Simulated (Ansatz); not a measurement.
Species: SbH (charge 0, triplet). SMILES: [SbH]

Atoms: Sb1, H2. Bonds: Sb1-H2.

Bond lengths (Å) and angles (degrees) optimised at HF/STO-3G with Ansatz (a first-principles code); HF/3-21G with Ansatz; HF/6-31G* with LANL2DZ past Ar with Ansatz, each started from the B3LYP-D3(BJ)/def2-TZVP structure (Ansatz) of the last column. A row stands for all coordinates that are equal there. 6-31G* holds six Cartesian d functions.

| coordinate | HF/STO-3G | HF/3-21G | HF/6-31G* with LANL2DZ past Ar | B3LYP-D3(BJ)/def2-TZVP |
|---|---|---|---|---|
| Sb1-H2 | 1.646 | 1.740 | 1.726 | 1.723 |

Mean signed difference of all 1 bond lengths from B3LYP-D3(BJ)/def2-TZVP: HF/STO-3G -0.077 Å, HF/3-21G 0.018 Å, HF/6-31G* with LANL2DZ past Ar 0.003 Å.
